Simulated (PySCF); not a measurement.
BClH, SMILES Cl[BH], multiplicity 2. Coordinates come from a PBE-D3(BJ)/def2-TZVPD optimisation. The isomer is the one that the SMILES or the coordinates give; other isomers of the formula were not compared.

### Question
Give the equilibrium geometry at PBE-D3(BJ)/def2-TZVPD (PySCF confirms it by a frequency run) as a Z-matrix, and its point group. (Estimate from the structure and the level; the computed values follow.)

### Answer
point group Cs.
```
B
H 1 1.2010
Cl 1 1.7174 2 123.38
```
Charge 0, spin multiplicity 2.
